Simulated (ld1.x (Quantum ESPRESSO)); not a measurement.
Si: excitation energies, all-electron against TM semilocal

| Property | Result |
| --- | --- |
| Element | silicon (Si) |
| Generator | ld1.x (Quantum ESPRESSO) 7.5 |
| Type | norm-conserving Troullier–Martins (semilocal form) |
| Functional | LDA (PZ) |
| Relativity | scalar-relativistic |
| Frozen core | [Ne] |
| Valence charge | 4 |
| Reference configuration | 3s2 3p1 (charge +1) |
| Partial waves | 3s (bound): rc 1.35 bohr; 3p (bound): rc 1.35 bohr |
| Local potential | the p channel |
| Core correction | a·sin(br)/r model core inside 0.65 bohr |

Energies are relative to the spin-unpolarised reference configuration 3s2 3p1; without spin polarisation the order of configurations can differ from experiment. Spin-polarised rows fill each open shell by Hund’s rule, majority spin first.

| valence configuration | charge | ΔE all-electron (eV) | error AE − PS (meV) |
| --- | --- | --- | --- |
| 3s2 3p2 | 0 | -7.829 | +4.2 |
| 3s2 3p0 | +2 | 16.114 | +6.1 |
| 3s1 3p0 | +3 | 50.259 | +24 |
| 3s2 3p1.5 | +0.5 | -4.864 | +1.5 |
| 3s1 3p3 | 0 | -1.022 | +2.0 |
| 3s2 3p1 (spin-polarised) | +1 | -0.205 | 0.0 |
| 3s2 3p2 (spin-polarised) | 0 | -8.441 | +5.8 |

What are ΔE and the potential's error for 3s0 3p4?

ΔE = 5.950 eV all-electron; the error (AE − PS) is +1.8 meV.

What are ΔE and the potential's error for 3s1 3p2?

ΔE = 7.413 eV all-electron; the error (AE − PS) is +0.8 meV.

Levels in the configuration 3s1 3p2:

```tsv
level	all-electron (eV)	pseudo (eV)
3s	-19.845	-19.839
3p	-12.375	-12.371
```
